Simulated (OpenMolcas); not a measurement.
Os4+ in a point-charge field

Os4+ among 2 point charges of -1.5 e arranged as a linear pair (D∞h), 2.17 Å from the ion.
```
   0.0000    0.0000    2.1700  -1.50
   0.0000    0.0000   -2.1700  -1.50
```

```
Program             : OpenMolcas
Method              : CASSCF
Basis               : ANO-RCC-VDZP [7s6p4d2f1g]
Scalar Hamiltonian  : DKH2, point nucleus
Active space        : 4 electrons in 5 orbitals (5d)
State averaging     : 2S+1 = 5 even, 5 roots; 2S+1 = 3 even, 45 roots; 2S+1 = 1 even, 50 roots
Spin-orbit coupling : RASSI with atomic mean-field integrals over the reference wave functions
```

The lowest spin-free states (labels by Λ), above the lowest:

| State | Degeneracy | E (cm-1) | Free-ion L (%) |
| --- | --- | --- | --- |
| 5Σ | 1 | 0.0 | D (100) |
| 5Π | 2 | 4552 | D (100) |
| 5Δ | 2 | 13499 | D (100) |
| 3Φ | 2 | 17800 | H (54) |
| 3Γ | 2 | 19025 | H (70) |
| 3Π | 2 | 19880 | D (26) |
| 3Δ | 2 | 20491 | H (57) |
| 3Σ | 1 | 21163 | P (54) |
| 3Δ | 2 | 22490 | F (66) |
| 3H | 2 | 22955 | H (100) |
| 3Π | 2 | 23688 | H (53) |
| 3Σ | 1 | 24081 | G (71) |
| 3Σ | 1 | 25524 | H (94) |
| 1I | 2 | 26337 | I (100) |
| 3Φ | 2 | 27148 | F (89) |
| 1Σ | 1 | 27517 | G (71) |
| 3Π | 2 | 27901 | P (47) |
| 1Π | 2 | 28591 | G (72) |
| 1Φ | 2 | 29879 | F (56) |
| 3Π | 2 | 29889 | F (45) |

The lowest levels with spin-orbit coupling:

```csv
E (cm-1),Degeneracy,2S+1,g
0.0,1,5 (74 %),
2687,2,5 (89 %),0.00 0.00 3.89
5688,2,5 (89 %),0.00 0.00 7.48
8518,1,5 (86 %),
9840,2,5,0.00 0.00 4.33
10855,1,5 (81 %),
11527,2,5 (68 %),0.00 0.00 9.13
11727,2,5 (79 %),0.00 0.00 5.88
11759,2,5 (82 %),0.00 0.00 3.26
15571,1,5 (78 %),
15858,1,5 (86 %),
18586,2,3 (63 %),0.00 0.00 6.76
18666,2,5 (84 %),0.00 0.00 0.41
18938,2,3 (70 %),0.00 0.00 9.10
19952,2,3 (65 %),0.00 0.00 4.72
20315,2,5 (63 %),0.00 0.00 4.12
21701,2,5 (64 %),0.00 0.00 7.23
21981,1,3 (50 %),
23111,2,3 (70 %),0.00 0.00 10.19
23141,2,3 (88 %),0.00 0.00 2.57
```

Powder χT (cm3 K/mol): 0 at 2 K, 0.00423 at 10 K, 0.0212 at 50 K, 0.0423 at 100 K, 0.0846 at 200 K, 0.127 at 300 K. The effective moment at 300 K is 2.828 √(χT) = 1.01 μB.

Spin-orbit coupling mixes the spin-free states strongly: the lowest level takes only 40 % from its leading state, 5Σ. Without dynamic correlation the repulsion within the d shell is too large (B by tens of per cent), so at a given field states of lower spin stand too high. Point charges give a weaker field than real ligands, and real ions of this kind are as a rule low spin; the high spin found here belongs to the model. Point charges carry no covalency, so the field is a model and not that of real ligands. No measured value stands beside these numbers.

With an even number of electrons the g values are those of a degenerate or nearly degenerate non-Kramers pair.
